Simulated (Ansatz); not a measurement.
Basis-set series for CH$_{3}$BN$_{2}$O (`N=C1OB1N`). Charge 0, multiplicity 1. All single points use the PBE0-D4/def2-TZVP geometry. It is one conformer, not always the lowest.

```
functional       basis  functions  energy (Eh)  HOMO (eV)  LUMO (eV)
   PBE0-D4  def2-TZVPP        197   -249.33689      -7.34      -0.38
   PBE0-D4  def2-QZVPP        375   -249.35097      -7.39      -0.47
   ωB97M-V  def2-TZVPP        197   -249.54143      -9.66       1.60
   ωB97M-V  def2-QZVPP        375   -249.55441      -9.71       1.22
```

(1) Give the rows for def2-SVP. (Best estimate.)

## Answers

(1) Computed: 
```
functional     basis  functions  energy (Eh)  HOMO (eV)  LUMO (eV)
   PBE0-D4  def2-SVP         85   -249.04843      -7.08      -0.05
   ωB97M-V  def2-SVP         85   -249.24455      -9.39       2.27
```

Positive LUMOs are unbound and depend on the basis.
